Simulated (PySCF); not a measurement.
Bonds (- single, = double, # triple, : aromatic): C1=C2 1.331 Å, C2-C3 1.495 Å, C3-O4 1.397 Å, O4-Si5 1.672 Å, Si5-N6 1.717 Å. C1 carries H7, H8; C2 carries H9; C3 carries H10, H11; Si5 carries H12, H13; N6 carries H14, H15. H8 is cis to C3; H7 is trans to C3.

- PBE0-D3(BJ)/def2-SVP structure
- σ from GIAO-PBE/pcSseg-2
- code: PySCF 2.14
- in vacuum, no relativistic terms, a single conformation, rapidly exchanging positions averaged

Scale: TMS for ¹³C, ¹H, ²⁹Si; ¹⁷O against H2O; ¹⁵N vs NH3 (reference shieldings calculated alike).

```json
{"atoms": "H10/H11", "nucleus": "¹H", "count": "2", "δ (ppm)": "4.58"}
{"atoms": "H9", "nucleus": "¹H", "count": "1", "δ (ppm)": "?"}
{"atoms": "C2", "nucleus": "¹³C", "count": "1", "δ (ppm)": "?"}
{"atoms": "H12/H13", "nucleus": "¹H", "count": "2", "δ (ppm)": "?"}
{"atoms": "H14/H15", "nucleus": "¹H", "count": "2", "δ (ppm)": "1.16"}
{"atoms": "O4", "nucleus": "¹⁷O", "count": "1", "δ (ppm)": "?"}
{"atoms": "H8", "nucleus": "¹H", "count": "1", "δ (ppm)": "5.85"}
{"atoms": "H7", "nucleus": "¹H", "count": "1", "δ (ppm)": "5.37"}
{"atoms": "N6", "nucleus": "¹⁵N", "count": "1", "δ (ppm)": "32.3"}
{"atoms": "Si5", "nucleus": "²⁹Si", "count": "1", "δ (ppm)": "-37.6"}
{"atoms": "C1", "nucleus": "¹³C", "count": "1", "δ (ppm)": "119.2"}
{"atoms": "C3", "nucleus": "¹³C", "count": "1", "δ (ppm)": "67.9"}
```

Q: Fill in the missing shifts.

A: 
- C2: 149.0 ppm, alkene CH; the olefinic region
- H9: 6.31 ppm, hydrogen on an alkene CH; olefinic region
- H12/H13: 5.09 ppm, hydrogen on a silicon bonded to N, O
- O4: 77.6 ppm, oxygen bonded to C, Si

Exchangeable OH/NH protons stand at their gas-phase positions; hydrogen bonding in a real sample shifts them, mostly to higher δ. Shifts are as computed, not scaled to solution data. Of 1313 compounds with measured shifts, 239 miss one by over three times the rms of a fit or turn the order of signals round; such compounds aren't used in these exercises. Experimental scales use liquid or dissolved standards, which lie at an offset from isolated NH3 (liquid NH3: subtract about 20 ppm) and H2O (liquid H2O: subtract about 36 ppm).
